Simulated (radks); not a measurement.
Ionisation of neutral lutetium, [Xe] 4f14 5d1 6s2, to [Xe] 4f14 6s2 as the strength of local exchange is varied. Method: Dirac Kohn-Sham, Slater X-alpha exchange (alpha = 2/3 is LDA exchange), no correlation, spin-unpolarised, spherical densities, finite nucleus; open shells fill j = l - 1/2 first; Fermi nuclear charge, rms radius 5.37 fm; computed with a radial shooting solver on a logarithmic mesh with Libxc functionals.

alpha = 0.552: E(Lu) (hartree) -14514.0289; exchange (hartree) -235.7645; IE (eV) 3.643; -e of the level emptied (eV) 0.491 (5d3/2); <r> of it (bohr) 3.361
alpha = 0.667: E(Lu) (hartree) -14563.2401; exchange (hartree) -285.9667; IE (eV) 4.583; -e of the level emptied (eV) 1.110 (5d3/2); <r> of it (bohr) 2.970
alpha = 0.925: E(Lu) (hartree) -14674.3212; exchange (hartree) -399.9255; IE (eV) 7.059; -e of the level emptied (eV) 3.016 (5d3/2); <r> of it (bohr) 2.491
alpha = 1.01: E(Lu) (hartree) -14711.1215; exchange (hartree) -437.8714; IE (eV) 7.975; -e of the level emptied (eV) 3.771 (5d3/2); <r> of it (bohr) 2.386
alpha = 1.023: E(Lu) (hartree) -14716.7586; exchange (hartree) -443.6923; IE (eV) 8.119; -e of the level emptied (eV) 3.891 (5d3/2); <r> of it (bohr) 2.371
alpha = 1.024: E(Lu) (hartree) -14717.1924; exchange (hartree) -444.1403; IE (eV) 8.131; -e of the level emptied (eV) 3.901 (5d3/2); <r> of it (bohr) 2.370

NIST Atomic Spectra Database: 5.426 eV (measured). The Delta-SCF value meets it near alpha = 0.75. Spin polarisation and multiplet splitting are left out, so open shells lie too high by an amount that depends on their filling.

Beside tabulated values, note that spin-unpolarised runs miss the spin-polarisation part of the exchange energy of open shells.
